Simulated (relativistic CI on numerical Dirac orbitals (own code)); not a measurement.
Calculated at this level of theory: Dirac-Coulomb-Breit CI, KLI orbitals optimised for each configuration, QED by a radiative potential, valence Slater integrals scaled by 0.85, P86 correlation estimate, and configurations built on the next ion tied to the tabulated ionisation energy (semi-empirical) (own radial code, finite nucleus).

Configuration list (outside the closed core [Ne]): 3s2 3p4, 3s2 3p3 3d, 3s2 3p3 4s, 3s2 3p3 4p, 3s2 3p3 4d, 3s2 3p3 5s, 3s2 3p3 4f, 3s 3p5, 3p6, 3s2 3p2 3d2, 3s 3p4 3d, 3p4 3d2, 3s2 3p3 5p, 3s2 3p3 5d, 3p5 3d, 3s2 3p3 5f, 3s2 3p3 5g, 3s 3p3 3d2, 3s 3p4 4s, 3s 3p4 4p, 3s2 3p2 3d 4s, 3s 3p4 4d, 3s 3p4 5s, 3s 3p4 4f. Levels of other configurations are missing.

Configurations that consist of the next ion and one excited electron were tied to the tabulated ionisation energy; Rydberg ones are usually within 1,000 to 3,000 cm⁻¹ and the lowest ones within about 6,000 (9,000 in d shells), while levels on excited terms of the next ion carry the error of that term, and the other configurations can be misplaced by 10,000 cm⁻¹ or more. Rates follow the energies as ν³ (E1, M1) or ν⁵ (E2), so rates, branching and lifetimes can be off by large factors. The fine structure of a lone outer electron comes out too small, for d and f at times inverted, and misplaced configurations move strength between like terms. 30 of the 36 excited levels that our extract of the measured tables holds in this range could be paired (the sources list more); they are missed by 4525 cm⁻¹ on average and 8594 at most, and levels without a partner can miss by more.

Outline of the computed level scheme of K IV. Lowest level of each configuration: 3s2 3p4 3P_2 at 0.0000 eV; 3s 3p5 3P°_2 at 17.0713 eV; 3s2 3p3 3d 5D°_0 at 21.0092 eV; 3s2 3p3 4s 5S°_2 at 31.4722 eV.

Some strong electric-dipole decays among the lowest 45 levels: 3s2 3p3 3d 3D°_3 → 3s2 3p4 3P_2 (5.1e+10 s⁻¹); 3s2 3p3 3d 3P°_0 → 3s2 3p4 3P_1 (5.0e+10 s⁻¹); 3s2 3p3 3d 1P°_1 → 3s2 3p4 1D_2 (4.1e+10 s⁻¹); 3s2 3p3 3d 3D°_2 → 3s2 3p4 3P_1 (4.0e+10 s⁻¹); 3s2 3p3 3d 3P°_2 → 3s2 3p4 3P_2 (3.9e+10 s⁻¹); 3s2 3p3 3d 3D°_1 → 3s2 3p4 3P_0 (2.8e+10 s⁻¹); 3s2 3p3 3d 3S°_1 → 3s2 3p4 3P_2 (2.7e+10 s⁻¹); 3s2 3p3 3d 3D°_1 → 3s2 3p4 3P_1 (2.0e+10 s⁻¹).

Rates of lines that live on the mixing of spin multiplicities can be off by large factors.
